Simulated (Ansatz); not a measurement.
Ansatz (an electronic-structure program) input (B3LYP-D3(BJ)/def2-TZVP):

Ansatz 0.2 input:
```yaml
crystal:
  periodic: [false, false, false]
  atoms:
    - {symbol: Cl, position_ang: [-1.08288840, -1.25642367, 0.02633971]}
    - {symbol: C, position_ang: [0.01142323, -0.00748613, -0.01007533]}
    - {symbol: Cl, position_ang: [1.63991207, -0.33176110, -0.05279854]}
    - {symbol: Cl, position_ang: [-0.52180482, 1.56544652, -0.00167251]}
basis:
  gaussian:
    orbitals: def2-TZVP
hamiltonian:
  xc: b3lyp
  dispersion: d3bj
total_charge: 1
relax: {f_tol: 0.002, max_steps: 150}
```

End of the output:

```
relax step   2: F+E_penalty+E_count = -38598.01996918 eV  Δ(F+E_penalty+E_count) = +1.534e-2 eV  max|allowed force component| = 6.569e-1 eV/Å  Δτ_max = 0.0447 Å  (29 SCF iters, rejected (line search))
these checks for a lower state are left out or cut short: starts, cluster_reference, orbital_swaps, neighbouring_geometries, increment
integrals: 0.07 GiB planned
969 factors; their error is unknown
mean field: 0.58 GiB planned
mean field -38597.79143917 eV, -1418.4426728668 hartree, gradient 1.3e-5 eV, S^2 0.000000; 0 other end points of the search recorded, 0 dependent functions left out
the calculation of the forces begins
reference -38597.79165791 eV, -1418.4426809054 hartree; 28, 28 occupied and 114, 114 virtual orbitals, 969 factors
relax step   3: F+E_penalty+E_count = -38598.04060791 eV  Δ(F+E_penalty+E_count) = -5.303e-3 eV  max|allowed force component| = 4.071e-3 eV/Å  Δτ_max = 0.0097 Å  (31 SCF iters, accepted)
these checks for a lower state are left out or cut short: starts, cluster_reference, orbital_swaps, neighbouring_geometries, increment
integrals: 0.07 GiB planned
969 factors; their error is unknown
mean field: 0.58 GiB planned
mean field -38597.79143216 eV, -1418.4426726092 hartree, gradient 2.6e-5 eV, S^2 0.000000; 0 other end points of the search recorded, 0 dependent functions left out
the calculation of the forces begins
reference -38597.79165089 eV, -1418.4426806475 hartree; 28, 28 occupied and 114, 114 virtual orbitals, 969 factors
relax step   4: F+E_penalty+E_count = -38598.04060962 eV  Δ(F+E_penalty+E_count) = -1.706e-6 eV  max|allowed force component| = 9.436e-5 eV/Å  Δτ_max = 0.0003 Å  (20 SCF iters, accepted)
integrals: 0.07 GiB planned
969 factors; their error is unknown
mean field: 0.58 GiB planned
mean field evaluation 32: about -38597.7008 eV, gradient 1.4e-1 eV
mean field -38597.79143216 eV, -1418.4426726092 hartree, gradient 2.6e-5 eV, S^2 0.000000; 1 other end points of the search recorded, 0 dependent functions left out
the calculation of the forces begins
reference -38597.79165089 eV, -1418.4426806475 hartree; 28, 28 occupied and 114, 114 virtual orbitals, 969 factors
Total energy: -38598.04082835 eV, -1418.4518377501 hartree
Atom 0 at    -1.076652    -1.248880     0.025957 Å, force    -0.000047    -0.000015     0.000005 eV/Å
Atom 1 at     0.011661    -0.007554    -0.009551 Å, force     0.000065     0.000084    -0.000014 eV/Å
Atom 2 at     1.630552    -0.329885    -0.052725 Å, force    -0.000041     0.000025     0.000005 eV/Å
Atom 3 at    -0.518919     1.556095    -0.001888 Å, force     0.000023    -0.000094     0.000004 eV/Å
Dipole moment:     0.000001     0.000000     0.000000 e Å
```
